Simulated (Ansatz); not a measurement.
Cartesian coordinates in Å:
```
F -1.567 -1.421 -1.535
Ge -0.920 0.020 -0.774
C 0.005 -0.284 0.931
In 1.494 0.711 -0.396
H -2.085 1.034 -0.731
H 0.388 -1.309 0.999
H -0.428 0.012 1.886
H 3.115 1.237 -0.380
```

Charge 0, multiplicity 1. In takes the def2 core potential.

Q: List the PBE/def2-TZVPP orbital energies in eV (the Gaussian-basis code of Ansatz). (Estimate.)

A: The calculation gave: Occupied: -10804.75, -1338.04, -1191.47, -1191.46, -1191.44, -658.78, -268.85, -162.68, -122.35, -114.17, -114.11, -114.06, -80.11, -79.81, -79.77, -30.38, -29.94, -29.91, -29.87, -29.85, -27.60, -19.46, -19.16, -19.10, -19.02, -19.00, -16.53, -12.88, -10.68, -10.18, -9.50, -9.20, -9.01, -8.09, -6.26, -5.12. Lowest empty: -3.03, -2.13, -0.99, 0.04, 0.68, 0.86, 1.09, 1.37.
